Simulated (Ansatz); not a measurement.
One change: `[SH][In]([SH])[Br]` becomes `[SH][Al]([SH])[Br]`.

Ansatz, PBE0-D4/def2-TZVP geometries, multiplicity 1. Each molecule was computed in one conformer, which needn't be the lowest.

Elements past krypton have def2 core potentials. Scalar relativity is left out up to krypton.

| property | `[SH][In]([SH])[Br]` |
| --- | --- |
| LUMO energy (PBE0/def2-TZVPP) / eV | -2.14 |
| LUMO energy (ωB97M-V/def2-TZVPP) / eV | -0.26 |
| LUMO energy (PBE/def2-TZVPP) / eV | -2.96 |
| HOMO energy (PBE0/def2-TZVPP) / eV | -7.84 |
| zero-point energy (PBE0-D4/def2-TZVP) / kJ/mol | 50.5 |
| HOMO energy (ωB97M-V/def2-TZVPP) / eV | -10.01 |

**Question.** What does the change do to each property? (Estimate.)

**Answer.** The calculation gave: 
| property | `[SH][Al]([SH])[Br]` | shift |
| --- | --- | --- |
| LUMO energy (PBE0/def2-TZVPP) / eV | -0.90 | 1.24 |
| LUMO energy (ωB97M-V/def2-TZVPP) / eV | 0.79 | 1.05 |
| LUMO energy (PBE/def2-TZVPP) / eV | -1.72 | 1.24 |
| HOMO energy (PBE0/def2-TZVPP) / eV | -7.95 | -0.11 |
| zero-point energy (PBE0-D4/def2-TZVP) / kJ/mol | 53.8 | 3.3 |
| HOMO energy (ωB97M-V/def2-TZVPP) / eV | -10.11 | -0.10 |

With PBE0 the HOMO falls by 0.11 eV and the LUMO rises by 1.24 eV, so the gap widens by about 1.35 eV. PBE moves the HOMO by -0.10 eV and ωB97M-V by -0.10 eV.

Spin–orbit coupling is left out; it splits and shifts lone-pair levels of the heavy atoms by tenths of an eV.
